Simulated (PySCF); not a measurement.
# A survey of 29Si NMR shifts

Theoretical values (PySCF 2.14): shielding tensors at PBE0/pcSseg-1 (GIAO), geometry from GFN2-xTB. One computed conformer, no relativistic terms, gas phase, fast rotation and ring inversion assumed for equivalent nuclei.

Shieldings were converted by a linear fit to measured shifts: 29Si: δ = 279.94 − 0.822σ (rms 8.9 ppm, 72 shifts, 25.8 ppm with the 6 outliers that the fit left out vs TMS, solution or neat liquid). Occasional misses reach two or three times the rms, and more in compound classes unlike the fitted ones.

**Question.** Give the 29Si shifts of `CC(=O)[C@H]([SiH3])O[SiH2]S`, `CC(=S)O[SiH2]OC[SiH3]`.

**Answer.** 
```tsv
compound	environment	δ (ppm)
[CH3:1][C:2](=[O:3])[C@H:4]([SiH3:5])[O:6][SiH2:7][SH:8]	Si7: silicon bonded to O, S, 2 H	-33.9
[CH3:1][C:2](=[O:3])[C@H:4]([SiH3:5])[O:6][SiH2:7][SH:8]	Si5: silicon bonded to C, 3 H	-59.7
[CH3:1][C:2](=[S:3])[O:4][SiH2:5][O:6][CH2:7][SiH3:8]	Si5: silicon bonded to 2 O, 2 H	-38.4
[CH3:1][C:2](=[S:3])[O:4][SiH2:5][O:6][CH2:7][SiH3:8]	Si8: silicon bonded to C, 3 H	-67.6
```

**Question.** Order these by 29Si shift, lowest first.
A. C=C1CO[SiH2][C@H]1C
B. C=C1COCC[SiH2]1
C. C=C/C=C/CO[SiH3]
D. C#C[SiH2]/C=C/SC
E. C=N[SiH2]C(C)C

**Answer.** D (-65.3 ppm, silicon bonded to 2 C, 2 H), B (-53.7 ppm, silicon bonded to 2 C, 2 H, in a 6-membered ring), C (-38.5 ppm, silicon bonded to O, 3 H), E (-29.9 ppm, silicon bonded to C, N, 2 H), A (0.1 ppm, silicon bonded to C, O, 2 H, in a 5-membered ring).
